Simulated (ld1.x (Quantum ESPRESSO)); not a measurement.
**Scattering properties, TM potential for Kr (Z = 36)**

Kr (Z = 36), norm-conserving Troullier–Martins (Kleinman–Bylander form), made with ld1.x (Quantum ESPRESSO) 7.5 (LDA (PZ), scalar-relativistic). Core [Ne], reference 3s2 3p6 3d10 4s2 4p6. Waves: 3p (bound): rc 0.80 bohr; 3d (bound): rc 0.80 bohr; 3s (bound): rc 0.65 bohr. Local part: the s channel. Core correction: none.

Occupied shells without a wave of their own: 4p, 4s. They enter only through the test configuration that unscreens the potential.

The phase is arctan(r·u′/u) with u = r·R(r), unwrapped; energies in Ry, scanned from -21 to 5 Ry. A pole is an energy at which the radial function vanishes at the test radius. The pseudo phase is shifted by a multiple of π to meet the all-electron one at the reference energy, and phase errors are pseudo minus all-electron; the curves can meet again beyond the range given. Levels narrower than the energy grid can be missing from the lists of poles.

```
channel  radius (bohr)  reference energy (Ry)  poles, all-electron  poles, pseudo  unbroken range about the reference energy with phases within 0.05 rad  phase error 1 Ry above the reference energy (rad)
      s           0.90                 -19.34               -16.61         -16.63                                                              below 1.5                                             -0.000
      p           0.90                 -14.33               -11.34         -11.36                                                        the whole range                                             -0.000
      d           0.90                  -6.01                -3.10          -3.08                                                        the whole range                                             +0.001
```

The potential misses its own reference levels by up to 0.9 eV.

Phases in the d channel:

```
E (Ry)  all-electron  pseudo
-21.00         1.297   1.297
-20.40         1.291   1.291
-19.80         1.285   1.285
-19.20         1.278   1.278
-18.60         1.271   1.271
-18.00         1.263   1.263
-17.40         1.254   1.254
-16.80         1.244   1.245
-16.20         1.234   1.234
-15.60         1.222   1.222
-15.00         1.208   1.209
-14.40         1.193   1.193
-13.80         1.175   1.176
-13.20         1.154   1.155
-12.60         1.129   1.130
-12.00         1.099   1.100
-11.40         1.061   1.062
-10.80         1.012   1.013
-10.20         0.946   0.948
 -9.60         0.854   0.856
 -9.00         0.717   0.719
 -8.40         0.500   0.502
 -7.80         0.153   0.155
 -7.20        -0.323  -0.322
 -6.60        -0.770  -0.770
 -6.00        -1.073  -1.073
 -5.40        -1.262  -1.261
 -4.80        -1.384  -1.383
 -4.20        -1.468  -1.467
 -3.60        -1.530  -1.529
 -3.00        -1.578  -1.577
 -2.40        -1.617  -1.615
 -1.80        -1.649  -1.647
 -1.20        -1.677  -1.674
 -0.60        -1.702  -1.699
  0.00        -1.724  -1.721
  0.60        -1.745  -1.741
  1.20        -1.765  -1.760
  1.80        -1.784  -1.779
  2.40        -1.803  -1.797
  3.00        -1.822  -1.815
  3.60        -1.841  -1.833
  4.20        -1.861  -1.852
  4.80        -1.881  -1.871
```
